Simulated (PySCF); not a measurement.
Correlation energy of N⁺ (nitrogen, charge +1)

[He] 2s1 2p3, high-spin 5S determinant (an excited configuration). Calculation: PySCF 2.14, in aug-cc-pVDZ-DK (4s3p2d, 23 functions); scalar relativity by spin-free X2C-1e. Frozen: 1s2; 4 electrons correlated.

```
  level  correlation energy (mhartree)
   CCSD                         -22.72
    (T)                          -0.10
CCSD(T)                         -22.82
  CCSDT                         -22.85
    FCI                         -22.85
```

Diagnostics: T1 = 0.0030, D1 = 0.0049, largest double amplitude 0.025, weight of the Hartree-Fock determinant in FCI 0.9929 (7315 determinants).

Cost of the coupled-cluster step: of the order of 0.09 core-seconds, for 4 correlated electrons.
